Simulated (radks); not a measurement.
The mean radii <r> (bohr) of the occupied orbitals of an atom or ion are listed with their occupations. Calculated with a radial shooting solver on a logarithmic mesh with Libxc functionals: scalar-relativistic Kohn-Sham, BLYP, spin-polarised, spherical densities, finite nucleus; Fermi nuclear charge, rms radius of each element as measured or else 0.836 A^(1/3) + 0.57 fm.

| orbital | occ. | <r> |
|---|---|---|
| 1s up | 1 | 0.02274 |
| 1s down | 1 | 0.02274 |
| 2s up | 1 | 0.09704 |
| 2s down | 1 | 0.09704 |
| 2p up | 3 | 0.08550 |
| 2p down | 3 | 0.08550 |
| 3s up | 1 | 0.2550 |
| 3s down | 1 | 0.2550 |
| 3p up | 3 | 0.2533 |
| 3p down | 3 | 0.2533 |
| 3d up | 5 | 0.2311 |
| 3d down | 5 | 0.2311 |
| 4s up | 1 | 0.5685 |
| 4s down | 1 | 0.5685 |
| 4p up | 3 | 0.5972 |
| 4p down | 3 | 0.5971 |
| 4d up | 5 | 0.6366 |
| 4d down | 5 | 0.6361 |
| 5s up | 1 | 1.201 |
| 5s down | 1 | 1.200 |
| 5p up | 3 | 1.305 |
| 5p down | 2 | 1.306 |

Name the element and its charge. Open shells, if any, are filled with parallel spins first.

Answer. Z = 62, samarium, charge +9: Sm9+ in [Kr] 4d10 5s2 5p5. The 1s radius gives Z: for a bare nucleus <r> = (2 gamma + 1)/(2Z) with gamma = sqrt(1 - (Z/c)^2), 0.02245 bohr for Z = 62, and screening makes it slightly larger (0.02274 here). The occupations add up to 53, and the charge is Z minus that.
